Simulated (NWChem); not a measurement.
System: AlO, doublet; SMILES [O]=[Al]

```xyz
2

Al     0.0000     0.0000    -0.6171
O      0.0000     0.0000     1.0027
```
Atoms are numbered in this order, from 1.

Program: NWChem. Pople sets run with spherical d functions. Spin-unrestricted. Spin-contaminated determinants: UHF/3-21G (<S²> = 0.89). Structure relaxed at the PBE0-D3(BJ)/def2-TZVP, spin-unrestricted level. No stability test was run on the SCF state.

**Question.** Order these by “lowest empty minus highest occupied level, either spin (eV)”, lowest first: UHF/3-21G; UHF/STO-3G; UHF/6-311++G**.

**Answer.** UHF/3-21G (8.74), UHF/6-311++G** (9.86), UHF/STO-3G (14.02)
